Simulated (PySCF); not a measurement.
## [CsH2]- at several levels of theory

All levels use the PBE0 minimum (singlet; Cs–H 2.876 Å (×2); H–Cs–H 180.0°), basis [Cs def2-TZVPD with ECP46, H def2-TZVPD], scalar-relativistic core potentials, density fitting, no spin–orbit coupling, PySCF. For vertical energies the ionised species is a doublet (spins chosen at PBE0 and kept). Open shells are unrestricted, also as the reference of the correlated levels. A dash marks a value that was not computed or is not defined at that level.

| level | vertical detachment energy (eV) | −ε(HOMO) (eV) | gap (eV) |
| --- | --- | --- | --- |
| PBE0 | 1.62 | 0.27 | 2.55 |
| CCSD(T) | ? | – | – |
| HF | 1.26 | 2.51 | 5.50 |
| PBE | 1.43 | -0.57 | 1.37 |
| r2SCAN | 1.40 | -0.47 | 1.90 |
| B3LYP | 1.65 | 0.16 | 2.35 |
| TPSSh | 1.48 | -0.19 | 1.98 |
| MP2 | 1.88 | – | – |
| BP86 | 1.55 | -0.47 | 1.59 |
| HSE06 | ? | ? | ? |

Task: Fill in the row of CCSD(T).

Result: vertical detachment energy (eV) 1.91.

Task: Fill in the row of HSE06.

Result: vertical detachment energy (eV) 1.59, −ε(HOMO) (eV) -0.11, gap (eV) 1.95.

For CsH₂⁻ itself CCSD(T) correlates 12 electrons; T1 = 0.019, D1 = 0.054, (T) = -5 kJ/mol.

The highest occupied level lies above zero at PBE, r2SCAN, TPSSh, BP86, HSE06, a mark of self-interaction error.

Spin contamination in at least one species weakens the values at: CCSD(T), HF, MP2.

The lowest empty level of this anion is unbound, so it and the gap depend on the basis.
